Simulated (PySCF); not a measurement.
Does the structure fit the spectrum?

A compound C8H10Si gives the data below (simulated from a calculation) and was assigned the structure `CC#CC1=C[Si@@H](C)C=C1`.

¹³C{¹H} NMR (computed): δ 148.6 (C), 139.4 (CH), 134.6 (CH), 121.9 (CH2), 103.8 (CH), 89.6 (C), 23.4 (CH2), 15.0 (CH2).

¹H NMR (500 MHz, computed): δ 6.41 (d, 1H), 6.10 (m, 1H), 5.20 (m, 1H), 5.14 (m, 1H), 4.55 (m, 1H), 2.12 (m, 1H), 2.10 (m, 1H), 1.92 (d, 1H), 1.83 (m, 1H), 1.71 (m, 1H).

- GFN2-xTB geometry
- GIAO PBE0/pcSseg-1 shieldings
- run in PySCF 2.14.0 with density-fitted response routines
- single conformer, non-relativistic, in vacuum

δ = σ(ref) − σ, references computed at the same level: ¹H (σ = 31.72 ppm), ¹³C (σ = 186.93 ppm) vs TMS.

Task: Compare with the shifts computed for the proposed structure, pairing carbons in order of shift.

Result: Mapped SMILES: `[CH3:1][C:2]#[C:3][C:4]1=[CH:5][Si@@H:6]([CH3:7])[CH:8]=[CH:9]1` (H(Xn): hydrogen on atom n).

```tsv
atom	computed for proposal	given list	difference
C9	157.4	148.6	+8.8
C4	148.5	139.4	+9.1
C5	141.4	134.6	+6.8
C8	138.2	121.9	+16.3
C2	99.6	103.8	-4.2
C3	86.8	89.6	-2.8
C1	6.0	23.4	-17.4
C7	-6.3	15.0	-21.3
```

The rms difference is 12.5 ppm and the largest -21.3 ppm at C7 (methyl carbon bonded to Si). The carbon types in order of shift don't match either: CH, C, CH, CH, C, C, CH3, CH3 for the proposal against C, CH, CH, CH2, CH, C, CH2, CH2 in the data. The proposal doesn't fit.

Task: Which isomer fits?

Result: SMILES C#C[Si@H]1CC=CC(=C)C1.

Carbon types of the structure: 2 × C, 3 × CH, 3 × CH2, leaving 1 H on heteroatoms. δC 148.6: fully substituted alkene carbon; as expected for a trigonal carbon in a double bond. δC 121.9: terminal =CH2 carbon; an sp2 carbon of a C=C bond. δC 103.8: terminal alkyne carbon; sp carbons lie upfield of alkene carbons because the cylindrical π system leaves one tensor component strongly shielded. δC 89.6: alkyne carbon; sp carbons lie upfield of alkene carbons because the cylindrical π system leaves one tensor component strongly shielded.

The shifts were computed for this structure.

Shifts are as computed. Against solution values, carbons near 30 ppm lie about +3 ppm off and those near 130 ppm about +5 ppm. Of 1211 compounds with measured shifts, 218 miss one by over three times the rms of a fit or turn the order of signals round; such compounds aren't used in these exercises. No couplings were computed; multiplicities are counted from neighbouring protons, with m where these are inequivalent, close in shift, in a saturated or five-membered ring or joined by F or P, and br s for small geminal =CH2 splittings.
